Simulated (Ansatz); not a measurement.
`[F][Ga]([SH])[SH]` + NH₃ → `[NH2][Ga]([F])[SH]` + H₂S  (ligand exchange at a Ga–S bond)

Isolated molecules relaxed with PBE0-D4/def2-TZVP in Ansatz; ΔE leaves out vibrations. CCSD(T)/CBS is the MP2 limit (def2-TZVPP, def2-QZVPP) plus CCSD(T) − MP2 in def2-TZVPP, frozen cores. This one scheme is used for every species. DFT in def2-TZVPP. For Ga outer-core shells are correlated without core-valence functions, which leaves a few kJ/mol of doubt a bond. Scalar relativity is left out up to krypton. Each species was taken in one conformer, which may not be the lowest.

| level | ΔE (kJ/mol) |
| --- | --- |
| ωB97X-V | 47.7 |
| MP2/CBS(def2) | 49.6 |

Question: What does CCSD(T)/CBS give? (An estimate is asked.)

Answer: Ansatz gave: +48.2 kJ/mol. The listed levels differ from it by -0.5, 1.4 kJ/mol.

Largest T1 diagnostic among the species: 0.013.
